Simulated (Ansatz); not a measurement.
Stepwise reaction of `F[CH2][Al]([SiH3])[SiH3]` with hydrogen, as a gas-phase model of exchange steps in deposition or etching. ΔE in kJ/mol.

Gas-phase electronic energies from Ansatz, PBE0-D4/def2-TZVP geometries. CCSD(T)/CBS is the MP2 limit (def2-TZVPP, def2-QZVPP) plus CCSD(T) − MP2 in def2-TZVPP, frozen cores. This one scheme is used for every species. DFT in def2-TZVPP. B3LYP here is the variant with VWN-RPA as its local correlation; programs differ in this. Each species was taken in one conformer, which may not be the lowest.

| step | reaction | PBE-D4 | B3LYP-D4 | ωB97M-V | CCSD(T)/CBS |
| --- | --- | --- | --- | --- | --- |
| 1 | `F[CH2][Al]([SiH3])[SiH3]` + H₂ → `F[CH2][AlH][SiH3]` + SiH₄ | 5.3 | -12.1 | -17.4 | -10.1 |
| 2 | `F[CH2][AlH][SiH3]` + H₂ → `F[CH2][AlH2]` + SiH₄ | 3.2 | -13.4 | -18.3 | -11.2 |

Question: By hand: ΔE of the 2 steps together at CCSD(T)/CBS.

Answer: (-10.1) + (-11.2) = -21.3 kJ/mol, or -10.6 kJ/mol a step.

In ΔE the steps differ by no more than 1.1 kJ/mol. All are downhill at CCSD(T)/CBS. PBE-D4 differs from CCSD(T)/CBS by 14.4 to 15.4 kJ/mol a step. Isolated molecules leave out the surface, adducts and barriers. Largest T1 diagnostic: 0.013.
